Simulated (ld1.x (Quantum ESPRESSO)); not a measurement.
Rh (Z = 45): TM pseudisation with PBEsol, scalar-relativistic reference atom.

```
Element                 : rhodium
Generator               : ld1.x (Quantum ESPRESSO) 7.5
Type                    : norm-conserving Troullier–Martins (Kleinman–Bylander form)
Functional              : PBEsol
Relativity              : scalar-relativistic
Frozen core             : [Ar] 3d10 4s2
Valence charge          : 15
Reference configuration : 4p6 4d8.5 5s0.5 5p0
Partial waves           : 5s (bound): rc 2.15 bohr; 4p (bound): rc 1.00 bohr; 4d (bound): rc 1.14 bohr
Local potential         : all-electron potential smoothed inside 1.85 bohr (lloc = -1)
Core correction         : Bessel-smoothed model core inside 0.65 bohr
```

All-electron outer shells of the reference configuration (PBEsol, scalar-relativistic, ld1.x):

```csv
shell,level (eV),outermost node (bohr),outermost maximum (bohr)
3d,-298.90,–,0.29
4s,-80.81,0.47,0.88
4p,-48.82,0.47,0.94
4d,-4.72,0.46,1.15
5s,-3.82,1.19,2.70
5p,-0.56,1.36,4.08
```

What the tests gave:

| Quantity | Value |
| --- | --- |
| Cutoffs needed | 140 Ry and 180 Ry (the cutoffs (Ry, on a coarse ladder) from which the occupation-weighted sum of valence levels, in a spherical-Bessel basis at the reference potential, stays within 10 and 1 mRy of its value at 400 Ry) |
| Ghost test | ghost state, extra bound levels that the all-electron valence spectrum of the same l lacks: s at -31.9 eV; a true bound ghost makes a file unfit for plane-wave use (spherical-Bessel basis up to 400 Ry, 20 bohr box) |
| Largest excitation error | -139 meV (all-electron minus pseudo) for 4p5 4d8 5s1 5p0, out of 7 test configurations |

Generation and tests took about 1.2 s on one core of a shared server CPU.
